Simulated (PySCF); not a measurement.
**Relaxation of quintet WHF**

These are results of UPBE0/[W def2-TZVP with ECP60, H def2-TZVP, F def2-TZVP], scalar-relativistic core potentials, density fitting, no spin–orbit coupling, PySCF, not measurements. A (50,194) grid was used.

A hand-made bent start, of Cs symmetry, held to at least that symmetry:

```xyz
3
charge 0 multiplicity 5, angstrom
W    -0.1465    0.0000   -0.1122
H    -1.5309    0.0000    0.8571
F     1.5000    0.0000    1.0407
```

At each step, columns x, y, z (Å) and Fx, Fy, Fz (eV/Å):

```
step 0  E − E(last) = 25.82 kJ/mol
W   -0.147   0.000  -0.112   2.408   0.000   1.826
H   -1.531   0.000   0.857  -0.382   0.000  -0.100
F    1.500   0.000   1.041  -2.026   0.000  -1.725
step 1  E − E(last) = 3.00 kJ/mol
W   -0.101   0.000  -0.052   0.566   0.000   0.500
H   -1.549   0.000   0.841  -0.261   0.000  -0.080
F    1.473   0.000   0.997  -0.305   0.000  -0.420
step 2  E − E(last) = 0.74 kJ/mol
W   -0.085   0.000  -0.008  -0.304   0.000  -0.083
H   -1.587   0.000   0.821  -0.076   0.000  -0.055
F    1.495   0.000   0.972   0.380   0.000   0.138
step 3  E − E(last) = 0.05 kJ/mol
W   -0.087   0.000   0.012  -0.095   0.000   0.017
H   -1.614   0.000   0.809   0.018   0.000  -0.031
F    1.524   0.000   0.964   0.077   0.000   0.015
step 4  E − E(last) = 0.00 kJ/mol
W   -0.088   0.000   0.020  -0.025   0.000   0.020
H   -1.622   0.000   0.805   0.026   0.000  -0.010
F    1.532   0.000   0.962  -0.002   0.000  -0.010
step 5  E − E(last) = 0.00 kJ/mol
W   -0.088   0.000   0.020  -0.009   0.000   0.011
H   -1.621   0.000   0.804   0.013   0.000  -0.002
F    1.532   0.000   0.961  -0.003   0.000  -0.009
```

It ends at Cs with W–F 1.874 Å, W–H 1.721 Å; F–W–H 122.6° (after a last refinement on a finer grid). A frequency run shows a minimum. Other isomers or separated fragments may lie lower.

With open d or f shells other occupations or spin states may lie lower. No spin–orbit coupling is included, which matters more the heavier the element.
